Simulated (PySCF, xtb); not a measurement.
tellurium hexafluoride (F6Te), SMILES [Te](F)(F)(F)(F)(F)F.

GFN2-xTB (xtb) at its own geometry gives an orbital gap of 6.21 eV and a dipole moment of 0.00 D.

Geometry: r2SCAN-D4/def2-SVP. The def2 effective core potentials stand for the cores of Te; spin–orbit coupling is left out.

### Question
What does ωB97X/def2-TZVP (PySCF) give? (An estimate is asked for; the answer gives what the named calculation found.)

### Answer
gap 12.44 eV (levels -15.43 and -2.99 eV), dipole 0.00 D.
